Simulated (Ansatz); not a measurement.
A run for Ansatz (a first-principles code): R-PBE0/def2-TZVPPD on FH3 (a complex), monomers drawn apart or pushed together. Files ending in .json are basis or fitting sets from the Basis Set Exchange.

Ansatz 0.2 input:
```yaml
crystal:
  periodic: [false, false, false]
  atoms:
    - {symbol: F, position_ang: [-0.08209952, 0.19386140, -0.50397270]}
    - {symbol: H, position_ang: [-0.06940098, 0.09894462, 0.41765146]}
    - {symbol: H, position_ang: [-0.09382464, -0.44001944, 2.11303740]}
    - {symbol: H, position_ang: [0.00520102, 0.29631836, 2.18357345]}
basis:
  gaussian:
    orbitals: def2-TZVPPD.json
hamiltonian:
  xc: {name: PBE0}
scf: {lower_state_search: off}
```

The head of its log:

```
WARN ansatz: RAYON_NUM_THREADS=1 ignored (pool sized by the plan → 1); use --threads N
Functional definition: PBE0
these checks for a lower state are left out or cut short: stability, starts, cluster_reference, orbital_swaps, neighbouring_geometries, increment
integrals: 0.01 GiB planned
374 factors; their error is unknown
mean field: 0.16 GiB planned
mean field evaluation 1: about -2762.3806 eV, gradient 3.2e1 eV
mean field evaluation 2: about -2760.6840 eV, gradient 4.8e1 eV
```

### Question
What total energy does the run end on?

### Answer
-101.5665 hartree.
